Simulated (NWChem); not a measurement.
# Atomisation of CBr

```
C
Br 1 1.8164
```
Charge 0, spin multiplicity 2.

Everything below was run with NWChem. The geometry was optimised at UPBE0/def2-SVP, a minimum by its harmonic frequencies.

Basis set: def2-TZVP. The atomisation energy is electronic alone: no zero-point, thermal, spin-orbit or counterpoise terms. No value is extrapolated to the basis-set limit. Free atoms are single determinants with multiplicities C 3, Br 2. Correlated methods freeze the same cores in atoms and molecule, 10 orbitals in all.

The Hamiltonian is non-relativistic. This spin state was chosen for the runs; another may lie lower. The structure started from a generated list of species. The unpaired electrons of the parent sit in orbitals of symmetry b1 (C2v labels of the run); other states weren't searched. No SCF solution was tested for a lower state. Open-shell Hartree-Fock references start from PBE0 orbitals.

Question: For the atomisation energy, BLYP gives 87.6 kcal/mol and MP2 gives 80.1 kcal/mol. What do PBE0, BHandHLYP, M06-2X give?

Answer: PBE0: 86.1 kcal/mol; BHandHLYP: 72.6 kcal/mol; M06-2X: 79.6 kcal/mol.
